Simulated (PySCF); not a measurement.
## Radial density of Ga⁻ (gallium, charge -1)

BP86, [Ar] 3d10 4s2 4p2, high-spin 3P determinant. Computed with PySCF 2.14 in dyall-av2z (16s12p8d, 92 functions), with the non-relativistic Hamiltonian (point nucleus).

| r (bohr) | 4πr²ρ (e/bohr) | 4πr²(ρα − ρβ) |
| --- | --- | --- |
| 0.000805 | 0.1581 | 0.0000 |
| 0.00135 | 0.4327 | 0.0000 |
| 0.00228 | 1.156 | 0.0000 |
| 0.00383 | 2.970 | 0.0000 |
| 0.00644 | 7.143 | -0.0001 |
| 0.0108 | 15.41 | -0.0002 |
| 0.0182 | 27.68 | -0.0001 |
| 0.0307 | 37.11 | 0.0011 |
| 0.0516 | 33.92 | 0.0058 |
| 0.0868 | 31.49 | 0.0149 |
| 0.146 | 43.29 | 0.0116 |
| 0.245 | 29.81 | -0.0095 |
| 0.413 | 23.06 | 0.0179 |
| 0.694 | 22.93 | 0.0006 |
| 1.17 | 6.611 | 0.0495 |
| 1.96 | 1.941 | 0.3331 |
| 3.30 | 0.8112 | 0.3999 |
| 5.56 | 0.2409 | 0.2128 |
| 9.35 | 0.06003 | 0.0597 |
| 15.7 | 0.004172 | 0.0042 |

At BP86 the highest occupied level has a positive energy, so only the finite basis holds that electron; in a semilocal or global hybrid functional this comes from self-interaction and does not mean that the real anion is unbound.

Question: Where is the radial spin density 4πr²(ρα − ρβ) most negative, and why is it negative at all?

Answer: Around r = 0.245 bohr, down to -0.0095 e/bohr: exchange with the open shell polarises the paired shells in an unrestricted calculation.
